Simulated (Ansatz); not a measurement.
The molecule AsP+, multiplicity 2 (lowest of 2S+1 = 2, 4 at CCSD(T)/def2-TZVPP on PBE0 minima; our sources give no spin for the ground state, which may be another). No spin–orbit coupling. As is treated without relativity. The T1 diagnostic near the minimum is 0.062, so single-reference values are doubtful.

Constants: fifth-degree fit in 1/R to seven points, most abundant isotopes. Runs in def2 and cc sets follow the lowest solution found near the PBE0 minimum.

Run with Ansatz (a first-principles code) with Gaussian orbitals. 

What bond length and harmonic frequency does SVWN5/def2-TZVPP give?

r_e = 2.091 Å, ω_e = 537 cm⁻¹.

What bond length and harmonic frequency does r2SCAN/def2-TZVPP give?

r_e = 2.089 Å, ω_e = 552 cm⁻¹.

What bond length and harmonic frequency does B97M-V/def2-TZVPP give?

r_e = 2.083 Å, ω_e = 559 cm⁻¹.
